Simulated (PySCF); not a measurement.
Assignment exercise: C7H10ClNSi

Geometry:
```csv
atom,x (Å),y (Å),z (Å)
C1,0.010,2.704,-1.548
N2,-0.397,1.540,-1.728
Si3,-0.038,0.011,-1.007
Cl4,0.586,-1.123,-2.576
C5,1.269,-0.041,0.302
C6,2.116,-0.058,1.160
C7,3.131,-0.091,2.186
C8,-1.656,-0.660,-0.299
C9,-2.796,0.014,-0.360
C10,-1.576,-2.014,0.337
H11,0.760,2.995,-0.808
H12,-0.396,3.506,-2.161
H13,2.829,-0.766,2.987
H14,4.072,-0.443,1.764
H15,3.278,0.906,2.600
H16,-3.716,-0.385,0.039
H17,-2.855,0.988,-0.815
H18,-2.547,-2.335,0.708
H19,-0.868,-1.995,1.166
H20,-1.212,-2.744,-0.385
```

- GIAO PBE0/pcSseg-1 shieldings
- coordinates at the GFN2-xTB level
- code: PySCF 2.14
- equivalent nuclei averaged, gas phase, one conformer, relativity neglected

Chemical shifts δ = σref − σ; ¹³C, ¹H vs TMS, all at this level.

Problem. Assign these signals to the numbered atoms. ¹³C{¹H} NMR (computed): δ 174.1, 150.9, 134.6, 113.5, 82.7, 24.6, 5.7.

Solution. 
| δ (ppm) | atoms | environment | reason |
| --- | --- | --- | --- |
| 174.1 | C1 | C=N carbon | – |
| 150.9 | C8 | fully substituted alkene carbon | the olefinic region |
| 134.6 | C9 | terminal =CH2 carbon | as expected for a trigonal carbon in a double bond |
| 113.5 | C6 | alkyne carbon | – |
| 82.7 | C5 | alkyne carbon | sp carbons lie upfield of alkene carbons because the cylindrical π system leaves one tensor component strongly shielded |
| 24.6 | C10 | allylic methyl carbon | saturated and bonded to C and H only |
| 5.7 | C7 | propargylic methyl carbon | aliphatic region, no heteroatom directly attached |

Problem. Assign these signals to the numbered atoms. ¹H NMR (300 MHz, computed): δ 8.76 (m, 1H), 8.74 (m, 1H), 6.06 (br s, 1H), 5.55 (br s, 1H), 2.11 (s, 3H), 2.09 (s, 3H).

Solution. 
| δ (ppm) | atoms | environment | reason |
| --- | --- | --- | --- |
| 8.76 | H11 | hydrogen on a C=N carbon | – |
| 8.74 | H12 | hydrogen on a C=N carbon | – |
| 6.06 | H16 | hydrogen on a terminal =CH2 carbon | olefinic region |
| 5.55 | H17 | hydrogen on a terminal =CH2 carbon | – |
| 2.11 | H18/H19/H20 | hydrogen on an allylic methyl carbon | allylic position |
| 2.09 | H13/H14/H15 | hydrogen on a propargylic methyl carbon | – |

H11 and H12; H18/H19/H20 and H13/H14/H15 lie closer than the usual error of such a calculation, so a measured spectrum could show them in the other order.

Shifts are as computed. Against solution values, carbons near 30 ppm lie about +3 ppm off and those near 130 ppm about +5 ppm. Of 1309 compounds with measured shifts, 239 miss one by over three times the rms of a fit or turn the order of signals round; such compounds aren't used in these exercises. Multiplicities follow the n + 1 count of equivalent neighbours, as no J values were calculated; m marks all less simple cases, F and P coupling included.
